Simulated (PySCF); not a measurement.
Isomers of C5H5NO3.

All values: PBE0/pcSseg-1 (PySCF) at GFN2-xTB geometries, gas phase, one conformer each.

Question: Rank by dipole moment, highest first.
A. `[CH3:1][O:2][C:3](=[O:4])[c:5]1[cH:6][n:7][o:8][cH:9]1` with C1–O2–C3–O4 0°, O2–C3–C5–C6 0°
B. `[N:1]#[C:2][CH:3]1[CH2:4][O:5][C:6](=[O:7])[O:8][CH2:9]1` with C2–C3–C4–O5 176°, C3–C4–O5–C6 -31°, C4–O5–C6–O7 -178°, O5–C6–O8–C9 -3°
C. `[CH3:1][O:2][C:3](=[O:4])[c:5]1[cH:6][cH:7][o:8][n:9]1` with C1–O2–C3–O4 0°, O2–C3–C5–C6 180°
D. `[CH3:1]/[N:2]=[CH:3]\[c:4]1[cH:5][o:6][c:7](=[O:8])[o:9]1` with N2–C3–C4–C5 6°

Answer: D (3.97 D), A (2.53 D), B (2.26 D), C (0.96 D).

All values together:

```csv
SMILES,μ (D),HOMO (eV),LUMO (eV),lowest IAO charge (e),highest IAO charge (e),lowest Hirshfeld charge (e),highest Hirshfeld charge (e)
COC(=O)c1cnoc1,2.53,-8.20,-1.34,-0.470 (O),+0.517 (C),-0.263 (O),+0.202 (C)
C/N=C\c1coc(=O)o1,3.97,-7.55,-1.97,-0.430 (O),+0.655 (C),-0.265 (O),+0.261 (C)
N#CC1COC(=O)OC1,2.26,-8.78,-0.08,-0.450 (O),+0.658 (C),-0.282 (O),+0.255 (C)
COC(=O)c1ccon1,0.96,-8.18,-1.49,-0.463 (O),+0.515 (C),-0.254 (O),+0.209 (C)
```

Conformers: `[CH3:1][O:2][C:3](=[O:4])[c:5]1[cH:6][n:7][o:8][cH:9]1` with C1–O2–C3–O4 0°, O2–C3–C5–C6 0°; `[CH3:1]/[N:2]=[CH:3]\[c:4]1[cH:5][o:6][c:7](=[O:8])[o:9]1` with N2–C3–C4–C5 6°; `[N:1]#[C:2][CH:3]1[CH2:4][O:5][C:6](=[O:7])[O:8][CH2:9]1` with C2–C3–C4–O5 176°, C3–C4–O5–C6 -31°, C4–O5–C6–O7 -178°, O5–C6–O8–C9 -3°; `[CH3:1][O:2][C:3](=[O:4])[c:5]1[cH:6][cH:7][o:8][n:9]1` with C1–O2–C3–O4 0°, O2–C3–C5–C6 180°.
